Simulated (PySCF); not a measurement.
C3H7BO2, SMILES OB1CC(O)C1.

Geometry: PBE-D3(BJ)/def2-SVP. This is a generated structure with no PubChem entry under its InChIKey; it may be hypothetical. The values are those of a single conformer.

All values below come from PBE-D3(BJ)/def2-SVP run with PySCF.

Frequencies are harmonic and unscaled.

Computed normal modes with their intensities:
```json
[
 {"mode": "1", "ν (cm⁻¹)": "92", "IR (km/mol)": "0.1", "moving atoms (share of kinetic energy)": "O 47 %, C 31 %, H 18 %"},
 {"mode": "2", "ν (cm⁻¹)": "272", "IR (km/mol)": "46.7", "moving atoms (share of kinetic energy)": "H 48 %, O 29 %, C 19 %"},
 {"mode": "3", "ν (cm⁻¹)": "298", "IR (km/mol)": "6.4", "moving atoms (share of kinetic energy)": "H 38 %, B 31 %, O 23 %, C 8 %"},
 {"mode": "4", "ν (cm⁻¹)": "328", "IR (km/mol)": "74.6", "moving atoms (share of kinetic energy)": "H 63 %, O 22 %, C 10 %"},
 {"mode": "5", "ν (cm⁻¹)": "413", "IR (km/mol)": "3.6", "moving atoms (share of kinetic energy)": "H 50 %, C 25 %, O 18 %"},
 {"mode": "6", "ν (cm⁻¹)": "443", "IR (km/mol)": "8.6", "moving atoms (share of kinetic energy)": "H 47 %, O 29 %, C 22 %"},
 {"mode": "7", "ν (cm⁻¹)": "507", "IR (km/mol)": "37.6", "moving atoms (share of kinetic energy)": "H 71 %, C 21 %"},
 {"mode": "8", "ν (cm⁻¹)": "534", "IR (km/mol)": "2.3", "moving atoms (share of kinetic energy)": "O 35 %, C 23 %, B 22 %, H 19 %"},
 {"mode": "9", "ν (cm⁻¹)": "666", "IR (km/mol)": "58.3", "moving atoms (share of kinetic energy)": "H 79 %, C 14 %"},
 {"mode": "10", "ν (cm⁻¹)": "714", "IR (km/mol)": "2.0", "moving atoms (share of kinetic energy)": "C 40 %, H 38 %, O 20 %"},
 {"mode": "11", "ν (cm⁻¹)": "852", "IR (km/mol)": "17.0", "moving atoms (share of kinetic energy)": "H 44 %, C 39 %, B 13 %"},
 {"mode": "12", "ν (cm⁻¹)": "885", "IR (km/mol)": "24.3", "moving atoms (share of kinetic energy)": "H 52 %, C 33 %, B 13 %"},
 {"mode": "13", "ν (cm⁻¹)": "892", "IR (km/mol)": "16.6", "moving atoms (share of kinetic energy)": "H 53 %, C 39 %"},
 {"mode": "14", "ν (cm⁻¹)": "904", "IR (km/mol)": "19.6", "moving atoms (share of kinetic energy)": "H 37 %, C 36 %, B 23 %"},
 {"mode": "15", "ν (cm⁻¹)": "966", "IR (km/mol)": "63.9", "moving atoms (share of kinetic energy)": "H 51 %, C 47 %"},
 {"mode": "16", "ν (cm⁻¹)": "1021", "IR (km/mol)": "20.7", "moving atoms (share of kinetic energy)": "H 50 %, C 30 %, O 14 %"},
 {"mode": "17", "ν (cm⁻¹)": "1055", "IR (km/mol)": "39.8", "moving atoms (share of kinetic energy)": "H 68 %, C 30 %"},
 {"mode": "18", "ν (cm⁻¹)": "1126", "IR (km/mol)": "48.2", "moving atoms (share of kinetic energy)": "H 45 %, C 40 %, O 11 %"},
 {"mode": "19", "ν (cm⁻¹)": "1147", "IR (km/mol)": "40.4", "moving atoms (share of kinetic energy)": "H 51 %, C 36 %, O 12 %"},
 {"mode": "20", "ν (cm⁻¹)": "1156", "IR (km/mol)": "96.3", "moving atoms (share of kinetic energy)": "H 53 %, B 31 %, C 11 %"},
 {"mode": "21", "ν (cm⁻¹)": "1197", "IR (km/mol)": "29.4", "moving atoms (share of kinetic energy)": "H 80 %, C 13 %"},
 {"mode": "22", "ν (cm⁻¹)": "1284", "IR (km/mol)": "122.3", "moving atoms (share of kinetic energy)": "H 64 %, C 27 %"},
 {"mode": "23", "ν (cm⁻¹)": "1328", "IR (km/mol)": "28.6", "moving atoms (share of kinetic energy)": "H 88 %, C 12 %"},
 {"mode": "24", "ν (cm⁻¹)": "1336", "IR (km/mol)": "6.7", "moving atoms (share of kinetic energy)": "H 85 %, C 10 %"},
 {"mode": "25", "ν (cm⁻¹)": "1370", "IR (km/mol)": "48.5", "moving atoms (share of kinetic energy)": "H 65 %, C 26 %"},
 {"mode": "26", "ν (cm⁻¹)": "1462", "IR (km/mol)": "255.3", "moving atoms (share of kinetic energy)": "B 65 %, O 17 %, H 10 %, C 8 %"},
 {"mode": "27", "ν (cm⁻¹)": "2895", "IR (km/mol)": "63.4", "moving atoms (share of kinetic energy)": "H 92 %"},
 {"mode": "28", "ν (cm⁻¹)": "2978", "IR (km/mol)": "3.7", "moving atoms (share of kinetic energy)": "H 94 %"},
 {"mode": "29", "ν (cm⁻¹)": "2983", "IR (km/mol)": "3.9", "moving atoms (share of kinetic energy)": "H 94 %"},
 {"mode": "30", "ν (cm⁻¹)": "3058", "IR (km/mol)": "12.7", "moving atoms (share of kinetic energy)": "H 91 %, C 9 %"},
 {"mode": "31", "ν (cm⁻¹)": "3062", "IR (km/mol)": "14.5", "moving atoms (share of kinetic energy)": "H 91 %, C 9 %"},
 {"mode": "32", "ν (cm⁻¹)": "3693", "IR (km/mol)": "16.5", "moving atoms (share of kinetic energy)": "H 94 %"},
 {"mode": "33", "ν (cm⁻¹)": "3712", "IR (km/mol)": "47.4", "moving atoms (share of kinetic energy)": "H 94 %"}
]
```
